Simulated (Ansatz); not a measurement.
Coupled-cluster diagnostics for Li₅H₅ (the lowest singlet isomer of a short search), Ansatz.

Geometry of the singlet (r2SCAN-D4/def2-TZVP):

```xyz
10

Li    1.045   -1.115    0.583
Li    0.235    1.295   -0.888
Li   -1.318   -0.522    0.820
Li    0.422    1.011    1.679
Li   -0.450   -0.948   -2.115
H    -0.433   -1.532   -0.473
H     0.027   -0.706    2.036
H    -0.084    0.642   -2.491
H    -0.989    1.256    0.552
H     1.545    0.619    0.297
```

Correlated methods freeze no core orbitals; core or outer-core shells of Li are correlated, in sets that lack core-valence functions. In the triplet, H6 and H8 lie 0.80 Å apart (atoms count from 1), so H2 has formed as a molecule. At PBE0-D4/def2-TZVP a singlet of charge 0 lies 2.43 eV below the triplet, each at its own geometry. In the quintet, H6 and H7 lie 0.85 Å apart, H9 and H10 lie 0.87 Å apart (atoms count from 1), so H2 has formed as a molecule. At PBE0-D4/def2-TZVP a singlet of charge 0 lies 5.54 eV below the quintet, each at its own geometry. The structure comes from a short search, and lower isomers may exist.

Geometry of the charge 0 triplet (r2SCAN-D4/def2-TZVP):

```csv
atom,x (Å),y (Å),z (Å)
Li1,-1.8697,0.3202,-0.9040
Li2,0.7079,-0.6891,-1.2455
Li3,-0.4838,0.1051,1.5113
Li4,-1.1416,-1.8328,0.0350
Li5,0.8417,2.0706,-0.2355
H6,2.1195,1.4778,0.9439
H7,-2.0507,-0.4426,0.7395
H8,2.4305,1.2761,0.2365
H9,0.4753,-1.1600,0.5401
H10,-1.0289,-1.1253,-1.6215
```

Geometry of the charge 0 quintet (r2SCAN-D4/def2-TZVP):

```
atom   x (Å)   y (Å)   z (Å)
 Li1   0.878   0.991   1.083
 Li2  -0.688  -1.267   0.594
 Li3  -1.143   0.424  -2.101
 Li4   1.562  -0.934  -1.356
 Li5  -1.876   1.251   0.634
  H6  -0.250   1.713  -0.491
  H7  -0.131   0.869  -0.517
  H8  -0.702   0.277   1.573
  H9   1.017  -2.028   0.117
 H10   1.331  -1.295   0.465
```

Problem. Estimate the CCSD(T) correlation energy, the shares of MP2 and (T), T1 and the reference's ⟨S²⟩ for: charge 0, singlet, own geometry in def2-TZVPP; charge 0, singlet, own geometry in def2-TZVPD; charge 0, triplet, own geometry in def2-TZVPP; charge 0, quintet, own geometry in def2-TZVPP; charge 1, doublet, vertical in def2-TZVPP; charge -1, doublet, vertical in def2-TZVPD; and the rough time on 4 threads of Arm Neoverse V2 on a shared host.

Solution. 
```json
{"state": "charge 0, singlet, own geometry", "basis": "def2-TZVPP", "correlation (eV)": "-10.072", "MP2 share (%)": "83.1", "(T) share (%)": "0.7", "T1": "0.005", "⟨S²⟩ (pure)": "0.00 (0.00)", "wall time": "11 s", "remarks": "–"}
{"state": "charge 0, singlet, own geometry", "basis": "def2-TZVPD", "correlation (eV)": "-9.411", "MP2 share (%)": "82.4", "(T) share (%)": "0.6", "T1": "0.006", "⟨S²⟩ (pure)": "0.00 (0.00)", "wall time": "5 s", "remarks": "–"}
{"state": "charge 0, triplet, own geometry", "basis": "def2-TZVPP", "correlation (eV)": "-9.542", "MP2 share (%)": "83.1", "(T) share (%)": "0.8", "T1": "0.011", "⟨S²⟩ (pure)": "2.00 (2.00)", "wall time": "3 min", "remarks": "–"}
{"state": "charge 0, quintet, own geometry", "basis": "def2-TZVPP", "correlation (eV)": "-9.362", "MP2 share (%)": "83.5", "(T) share (%)": "1.3", "T1": "0.014", "⟨S²⟩ (pure)": "6.01 (6.00)", "wall time": "3.3 min", "remarks": "–"}
{"state": "charge 1, doublet, vertical", "basis": "def2-TZVPP", "correlation (eV)": "-9.261", "MP2 share (%)": "82.1", "(T) share (%)": "1.3", "T1": "0.056", "⟨S²⟩ (pure)": "0.75 (0.75)", "wall time": "6.2 min", "remarks": "large T1"}
{"state": "charge -1, doublet, vertical", "basis": "def2-TZVPD", "correlation (eV)": "-9.593", "MP2 share (%)": "81.9", "(T) share (%)": "0.8", "T1": "0.043", "⟨S²⟩ (pure)": "0.75 (0.75)", "wall time": "27 s", "remarks": "HOMO above zero"}
```
Customary marks for T1 are 0.02 (closed shells), 0.045 (open shells) and about 0.05 (3d metals). T1 exceeds 0.02 in 2 of 6 rows and 0.045 in 1; the higher it lies, the less the single-reference result can be trusted.
